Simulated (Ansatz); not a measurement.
Input file for Ansatz (an electronic-structure program): R-HF/def2-TZVPP on ammonium (SMILES [NH4+]), atoms moved off the minimum. Charge +1.

Ansatz 0.2 input:
```yaml
crystal:
  periodic: [false, false, false]
  atoms:
    - {symbol: N, position_ang: [0.07035071, -0.00269497, 0.01937606]}
    - {symbol: H, position_ang: [-0.78090914, -0.31768590, -0.65243376]}
    - {symbol: H, position_ang: [0.03556322, 1.02036652, -0.00923492]}
    - {symbol: H, position_ang: [-0.27899236, -0.27495063, 1.05228910]}
    - {symbol: H, position_ang: [0.86786176, -0.52307566, -0.34801321]}
basis:
  gaussian:
    orbitals: def2-TZVPP
hamiltonian:
  xc: {name: HF}
total_charge: 1
scf: {lower_state_search: off}
output: {forces: true}
```

Task: Predict the final total energy.

Result: -56.5416 hartree.
